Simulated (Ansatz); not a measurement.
Ansatz (a first-principles code) job for In(F)(Br)(NH2) (BrFH2InN), SMILES [In]([Br])([NH2])[F], PBE/def2-SVPD. The structure is a stationary point at PBE0-D3(BJ)/def2-SVP. The structure was generated by enumeration; whether it is a known compound was not checked. The def2 effective core potentials stand for the cores of In; spin–orbit coupling is left out. One conformer was computed; it need not be the lowest.

Ansatz 0.2 input:
```yaml
crystal:
  periodic: [false, false, false]
  atoms:
    - {symbol: In, position_ang: [0.03153798, -0.60412399, 0.26976445]}
    - {symbol: F, position_ang: [-1.44857483, -1.78892618, -0.20099630]}
    - {symbol: Br, position_ang: [-0.04825728, 1.63177217, -0.75572000]}
    - {symbol: N, position_ang: [1.34893325, -1.20653201, 1.66921147]}
    - {symbol: H, position_ang: [2.25705044, -0.74990487, 1.63201979]}
    - {symbol: H, position_ang: [1.48123376, -2.21398549, 1.72420864]}
basis:
  gaussian:
    orbitals: def2-SVPD
hamiltonian:
  xc: {name: PBE}
```

It prints:

```
WARN ansatz: RAYON_NUM_THREADS=1 ignored (pool sized by the plan → 1); use --threads N
Functional definition: PBE
integrals: 0.08 GiB planned
1280 factors; their error is unknown
mean field: 0.43 GiB planned
mean field evaluation 1: about -79423.5980 eV, gradient 7.8e1 eV
mean field evaluation 2: about -79333.6559 eV, gradient 1.9e2 eV
mean field evaluation 4: about -79434.5659 eV, gradient 2.5e1 eV
mean field evaluation 8: about -79435.9379 eV, gradient 2.7e-1 eV
mean field evaluation 16: about -79435.8920 eV, gradient 6.0e-5 eV
mean field -79435.89195624 eV, -2919.2151858105 hartree, gradient 6.0e-5 eV, S^2 0.000000; 0 other end points of the search recorded, 0 dependent functions left out
reference -79435.89201141 eV, -2919.2151878379 hartree; 37, 37 occupied and 95, 95 virtual orbitals, 1280 factors
Total energy: -79435.89201141 eV, -2919.2151878379 hartree
```

Self-consistency was reached.

Cost: roughly 2.4 core-seconds.
